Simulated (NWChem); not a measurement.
MgHF; SMILES [F][MgH]

```xyz
3

Mg    -0.0009    -0.5924     0.0000
H     -0.0055    -2.2802     0.0000
F      0.0008     1.1687     0.0000
```
Atoms are numbered in this order, from 1.

Computed with NWChem. Structure relaxed at the PBE0/def2-SVP level. Isolated, static molecule.

GIAO at PBE0/pcSseg-1: principal shieldings of F3 are 345.6, 345.6, 484.6 ppm; an isolated trichlorofluoromethane molecule has σ = 177.1 ppm at the same levels.

### Question
Find the isotropic 19F shift, its principal values, the span and the skew.

### Answer

1. σ(iso) = one third of the sum = 391.9 ppm.
2. δ = σ(reference) − σ = -214.8 ppm against trichlorofluoromethane.
3. δ11, δ22, δ33 = -168.5, -168.5, -307.5 ppm.
4. Span Ω = δ11 − δ33 = 139.0 ppm; skew κ = 3(δ22 − δ(iso))/Ω = 1.00.
